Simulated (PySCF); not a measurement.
Cartesian coordinates in Å; atom numbers follow the order of the lines, from 1:
```xyz
14

C     2.946   -1.198    0.069
C     1.842   -0.729    0.023
C     0.546   -0.162   -0.045
C    -0.481   -0.575    0.701
Si   -2.256    0.081    0.721
C     0.463    0.955   -1.051
F    -0.753    1.516   -1.144
F     0.776    0.540   -2.292
F     1.314    1.957   -0.764
H     3.908   -1.615    0.117
H    -0.255   -1.390    1.378
H    -2.861   -0.120   -0.592
H    -2.250    1.481    1.133
H    -2.938   -0.741    1.724
```

PySCF 2.14.0 with density-fitted response routines calculation with GFN2-xTB geometry and NMR shieldings at PBE0/pcSseg-1/GIAO; rapidly exchanging positions averaged, a single conformation, in vacuum, relativity neglected.

List the cross peaks expected in HSQC, COSY and HMBC spectra.

Answers



HSQC (one-bond C–H):
```
        δH          δC
7.25 (H11)  148.6 (C4)
2.97 (H10)   93.4 (C1)
```

COSY cross peaks (H two or three bonds apart, from the bond graph; peaks can be absent where the dihedral angle is near 90°):
```
        δH                  δH
7.25 (H11)  4.29 (H12/H13/H14)
```

HMBC (two and three bonds, from the bond graph):
```
                δH                                 δC
        7.25 (H11)  136.8 (C3), 133.1 (C6), 83.7 (C2)
4.29 (H12/H13/H14)             148.6 (C4), 136.8 (C3)
        2.97 (H10)              136.8 (C3), 83.7 (C2)
```

Shifts are taken against calculated references (same method and geometry level): TMS for ¹H (31.72 ppm) and ¹³C (186.93 ppm).

Shifts are as computed. Against solution values, carbons near 30 ppm lie about +3 ppm off and those near 130 ppm about +5 ppm. Of 1211 compounds with measured shifts, 218 miss one by over three times the rms of a fit or turn the order of signals round; such compounds aren't used in these exercises.
